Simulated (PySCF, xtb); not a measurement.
C₂H₇O, SMILES C([OH2+])C, charge +1.

GFN2-xTB in xtb at its own geometry gives an orbital gap of 8.99 eV.

The structure is a stationary point at B3LYP-D3(BJ)/def2-TZVP. The isomer is the one that the SMILES or the coordinates give; other isomers of the formula were not compared.

Question: What does PySCF with r2SCAN/def2-TZVPD give? (The exact figures need the calculation; the answer reports its results.)

Answer: gap 8.34 eV (levels -14.67 and -6.33 eV).
